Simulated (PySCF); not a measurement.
Vertical excitations of a molecule C2H8OSi2 from TDA-CAM-B3LYP/def2-SVPD (PySCF), as energy in eV (oscillator strength): 6.86 (0.002), 7.14 (0.002), 7.42 (0.008), 7.59 (0.192), 7.61 (0.330), 7.78 (0.006), 8.13 (0.051), 8.24 (0.039), 8.34 (0.003), 8.40 (0.045). Lowest triplet (TDA): 4.22 eV. The structure is a stationary point at ωB97X-D3(BJ)/def2-SVP. Other conformers were not sampled.

Q: Which molecule gave these data?
A. [SiH3][Si@H]1CCO1
B. C=C[SiH2]O[SiH3]
C. O=CC([SiH3])[SiH3]
D. O[C@@H]1C[SiH2][SiH2]1

A: B, C=C[SiH2]O[SiH3]
